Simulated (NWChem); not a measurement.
Molecule: BN2H4Cl; SMILES NB(N)Cl

```xyz
8

B      0.0000     0.0000     0.4472
Cl     0.0000     0.0000    -1.3584
N      0.0000    -1.2544     1.1039
H      0.0000    -1.3655     2.1161
H      0.0000    -2.1293     0.5851
N      0.0000     1.2544     1.1039
H      0.0000     1.3655     2.1161
H      0.0000     2.1293     0.5851
```
Atoms are numbered in this order, from 1.

Results from NWChem. Medium grid unless said otherwise, to which SCAN and Minnesota functionals are sensitive. Coordinates come from a PBE-D3(BJ)/def2-SVP optimisation. B3LYP is NWChem's, with the RPA form of VWN correlation. Total energies of different functionals are on different scales.

| level | energy (Ha) | highest occupied level (eV) | orbital gap (eV) | dipole (D) |
|---|---|---|---|---|
| B3LYP/def2-SVP | -596.8703 | -6.70 | 7.92 | 2.84 |
| PBE/def2-SVP | -596.4860 | -5.49 | 6.19 | 2.86 |
| LDA (Slater exchange, VWN5)/def2-SVP | -594.1822 | -5.61 | 6.22 | 2.89 |
| LC-wPBE (HJS exchange hole, range parameter 0.4 per bohr)/def2-SVP | -596.6106 | -9.93 | 13.83 | 3.00 |
| SCAN/def2-SVP | -596.8285 | -5.93 | 7.47 | 2.96 |
| revPBE/def2-SVP | -596.7226 | -5.46 | 6.21 | 2.87 |
| RPBE/def2-SVP | -596.8052 | -5.46 | 6.11 | 2.86 |
| HCTH/407/def2-SVP | -596.9035 | -5.69 | 6.17 | 2.89 |
| M06/def2-SVP | -596.7542 | -7.20 | 8.48 | 2.81 |
| BP86/def2-SVP | -596.8914 | -5.60 | 6.42 | 2.88 |
